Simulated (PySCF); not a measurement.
(CF3)3CH, C4HF9.
Bonds: F1–C2, C2–F3, C2–F4, C2–C5, C5–C6, C6–F7, C6–F8, C6–F9, C5–C10, C10–F11, C10–F12, C10–F13. Hydrogens: H14 on C5.

Method: PBE0-D3(BJ)/def2-SVP geometry optimisation, gas phase (PySCF); density fitting, grid level 1; the optimiser is geomeTRIC in internal coordinates, started from a GFN2-xTB structure with every atom displaced at random (about 0.01 Å).

Step 1: E = -28567.6842 eV
```
atom  x, y, z in Å  |  force x, y, z in eV/Å
F1     -0.4841    0.5052    2.0163    0.045   0.036   0.044
C2     -0.4138    1.1505    0.8599   -0.396  -0.045  -0.206
F3      0.4604    2.1446    0.9728   -0.179  -0.021   0.099
F4     -1.6192    1.6807    0.6093    0.456  -0.026   0.126
C5     -0.0078    0.2174   -0.2849    0.123  -0.096  -0.330
C6     -1.0108   -0.9172   -0.5621   -0.034   0.354  -0.424
F7     -0.6802   -1.5103   -1.7052   -0.022  -0.147  -0.135
F8     -2.2386   -0.4299   -0.7212   -0.012  -0.044   0.181
F9     -1.0329   -1.8358    0.3823   -0.038  -0.044   0.306
C10     1.4203   -0.3378   -0.1263   -0.049   0.248   0.124
F11     1.5269   -1.0953    0.9574    0.019  -0.039   0.050
F12     1.7628   -1.0645   -1.1806    0.048  -0.050  -0.059
F13     2.2972    0.6568   -0.0227    0.014  -0.026  -0.024
H14    -0.0056    0.8314   -1.2069    0.026  -0.101   0.249
```

Step 2: E = -28567.7006 eV
```
atom  x, y, z in Å  |  force x, y, z in eV/Å
F1     -0.4990    0.4689    1.9940    0.001  -0.087   0.013
C2     -0.4179    1.1275    0.8454   -0.296   0.182   0.060
F3      0.4432    2.1247    0.9988    0.133   0.025  -0.014
F4     -1.6084    1.6755    0.5985    0.128  -0.057   0.001
C5      0.0035    0.2105   -0.3084    0.062  -0.075  -0.146
C6     -1.0195   -0.9090   -0.5725   -0.030   0.096  -0.099
F7     -0.7346   -1.5414   -1.7105    0.015   0.082   0.159
F8     -2.2447   -0.4048   -0.6898    0.048  -0.041  -0.082
F9     -1.0389   -1.7962    0.4077    0.058  -0.156   0.093
C10     1.4350   -0.3278   -0.1275   -0.007   0.058   0.094
F11     1.5375   -1.0784    0.9628   -0.001   0.001  -0.008
F12     1.8030   -1.0580   -1.1725   -0.089  -0.066  -0.081
F13     2.3021    0.6748   -0.0203   -0.045  -0.001  -0.020
H14     0.0134    0.8297   -1.2177    0.023   0.039   0.029
```

**Question.** Estimate the geometry and energy of step 3. (The exact step hangs on the optimiser's Hessian estimate; all steps are aligned on step 2, rigid shifts and turns removed.)

**Answer.** E = -28567.7075 eV, largest force 0.127 eV/Å
```
atom  x, y, z in Å  |  force x, y, z in eV/Å
F1     -0.5157    0.4605    1.9897   -0.031  -0.027   0.003
C2     -0.4219    1.1324    0.8489   -0.112   0.055   0.021
F3      0.4545    2.1153    1.0159    0.099   0.017   0.005
F4     -1.6003    1.6979    0.5994    0.038  -0.069  -0.025
C5      0.0008    0.2168   -0.3094   -0.047   0.009   0.009
C6     -1.0130   -0.9091   -0.5720    0.012  -0.008  -0.040
F7     -0.7112   -1.5452   -1.7015   -0.047   0.037   0.064
F8     -2.2435   -0.4234   -0.7018    0.053   0.011  -0.008
F9     -1.0221   -1.7943    0.4150   -0.011  -0.052   0.015
C10     1.4266   -0.3261   -0.1299   -0.014   0.013   0.043
F11     1.5313   -1.0733    0.9627    0.041   0.038  -0.024
F12     1.7728   -1.0664   -1.1771    0.038  -0.023  -0.015
F13     2.2995    0.6723   -0.0369   -0.013  -0.050  -0.022
H14     0.0168    0.8386   -1.2149   -0.007   0.048  -0.025
```

The energy changes by -0.0069 eV. The first-order estimate −F·Δx gives -0.0121 eV and the mean of the old and new forces, exact on a quadratic surface, -0.0064 eV. The step makes an angle of 72° with the force vector and moves no atom by more than 0.032 Å.

The cost below is that of the whole optimisation. Hardware: an Arm Neoverse V2 with one thread, no GPU, shared host with 96 logical CPUs at a one-minute load of 62. Cost: 6.0 min, 1.0 GiB resident at most.
